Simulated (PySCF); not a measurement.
**The 16-electron isoelectronic series, spin-free X2C**

All values are computed (PySCF 2.14, energy differences of UHF-based or UKS calculations, no spin-orbit coupling). Each ion has its own even-tempered basis scaled to its charge (19s12p5d4f for the first); frozen: 1s2. Ionisation energies in eV, correlation energies of the ion in mhartree.

| ion | configuration | UHF | LDA | PBE | PBE0 | r2SCAN | MP2 (outer shells) | CCSD (outer shells) | E_corr MP2 | NIST (with spin-orbit, Breit and QED) |
| --- | --- | --- | --- | --- | --- | --- | --- | --- | --- | --- |
| Ni¹²⁺ | [Ne] 3s2 3p4 (3P) | 382.34 | 384.45 | 384.40 | 384.32 | 384.23 | 383.29 | 383.29 | -517.0 | 384.5 ± 0.5 (s) |
| Zn¹⁴⁺ | [Ne] 3s2 3p4 (3P) | 488.29 | 490.48 | 490.46 | 490.37 | 490.25 | 489.24 | 489.23 | -521.8 | 490.6 ± 0.6 (s) |
| Ga¹⁵⁺ | [Ne] 3s2 3p4 (3P) | 545.91 | 548.14 | 548.13 | 548.03 | 547.92 | 546.87 | 546.85 | -524.5 | 548.3 ± 0.7 (s) |
| Ge¹⁶⁺ | [Ne] 3s2 3p4 (3P) | 606.63 | 608.89 | 608.91 | 608.80 | 608.64 | 607.60 | 607.59 | -527.7 | 609.1 ± 0.8 (s) |
| As¹⁷⁺ | [Ne] 3s2 3p4 (3P) | 670.44 | 672.74 | 672.79 | 672.66 | 672.50 | 671.42 | n/a | -529.9 | 672.9 ± 0.9 (s) |
| Se¹⁸⁺ | [Ne] 3s2 3p4 (3P) | 737.37 | 739.70 | 739.77 | 739.64 | 739.47 | 738.38 | 738.36 | -537.3 | 739.8 ± 1.1 (s) |
| Br¹⁹⁺ | [Ne] 3s2 3p4 (3P) | 807.42 | 809.78 | 809.87 | 809.73 | 809.56 | 808.43 | 808.41 | -539.0 | 809.8 ± 1.2 (s) |
| Kr²⁰⁺ | [Ne] 3s2 3p4 (3P) | 880.58 | 882.97 | 883.09 | 882.93 | 882.78 | 881.60 | 881.58 | -541.4 | 882.8 ± 1.3 (s) |
| Rb²¹⁺ | [Ne] 3s2 3p4 (3P) | 956.87 | 959.28 | 959.44 | 959.27 | 959.08 | 957.89 | 957.86 | -542.6 | 958.9 ± 1.4 (s) |

(1) Interpolate the row of Cu¹³⁺.

Each ion has its own basis, which adds noise of up to about 0.1 % along the series.

NIST values marked (s) are semi-empirical, (t) theoretical. Open shells are high-spin determinants of the terms that Hund's rules give; for the heavier ions, far from LS coupling, these are not the ground levels.

Spin-orbit coupling of the open shells is absent from the calculated values and included in NIST's; it grows fast with Z.

Results:

(1) configuration [Ne] 3s2 3p4 (3P); UHF 433.77; LDA 435.91; PBE 435.88; PBE0 435.79; r2SCAN 435.68; MP2 (outer shells) 434.72; CCSD (outer shells) 434.71; E_corr MP2 -519.6; NIST (with spin-orbit, Breit and QED) 436 ± 0.6 (s).
